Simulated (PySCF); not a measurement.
Te: excitation energy

Te [Kr] 4d10 5s2 5p4 (3P) → Te [Kr] 4d10 5s1 5p4 5d1 (high-spin determinant), as a difference of total energies. Calculation: PySCF 2.14, in aug-cc-pVQZ-PP with ECP28MDF (7s7p5d3f2g, 92 functions); scalar relativity through the core potential. Correlated levels: valence: 4s2 4p6 4d10 frozen. The calculations carry no spin-orbit coupling.

```tsv
method	excitation energy (eV)
UHF	15.083
MP2 (valence)	15.470
SCS-MP2 (valence)	15.643
CCSD (valence)	15.159
CCSD(T) (valence)	14.878
```

**Question.** How much does correlation contribute at CCSD(T) (valence)?

**Answer.** 14.878 − (15.083) = -0.205 eV, measured against UHF.

The upper state lies above the first ionisation limit, where it may autoionise and the basis confines it.

The promoted electron is Rydberg-like, and one or two diffuse shells describe it only roughly, which tends to raise the upper state.

The coupled-cluster amplitudes are large for the upper state (T1 above 0.03 or a double amplitude above 0.15), so a single reference is strained.

The determinant of the upper state mixes LS terms, which raises its energy above the lowest term, most at the Hartree-Fock and MP2 levels.
